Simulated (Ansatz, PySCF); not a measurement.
This PySCF input computes a SVWN5/def2-TZVPD energy:

```python
from pyscf import gto, scf, dft

mol = gto.M(
    atom='''
    Mg   -0.00000000   -0.00000000   -1.30205059
    Cl    0.00000000    0.00000000    0.91909453
    ''',
    basis='def2-tzvpd',
    charge=0,
    spin=1,
    symmetry='C2v',
    verbose=4,
)

mf = dft.UKS(mol, xc='svwn').density_fit(auxbasis='def2-universal-jkfit')
mf.grids.level = 3
mf.conv_tol = 1e-9
mf.max_cycle = 100
mf.max_memory = 1500
mf.kernel()
if not mf.converged:
    mf = mf.newton()
    mf.kernel(mf.make_rdm1())
mf.analyze()
```

Task: Write an input for the same energy in Ansatz (a program for electronic structure) and say what it gives.

Result: 
Ansatz 0.2 input:
```yaml
crystal:
  periodic: [false, false, false]
  atoms:
    - {symbol: Mg, position_ang: [-0.00000000, -0.00000000, -1.30205059]}
    - {symbol: Cl, position_ang: [0.00000000, 0.00000000, 0.91909453]}
basis:
  gaussian:
    orbitals: def2-TZVPD
hamiltonian:
  xc: {name: SVWN5}
magnetization: {spin_polarized: true, initial_magnetization: 1}
output: {forces: true}
```
It gives -657.91081 Eh, and PySCF -657.91084 Eh, a difference of 0.03 mEh, from the treatment of integrals and grids.
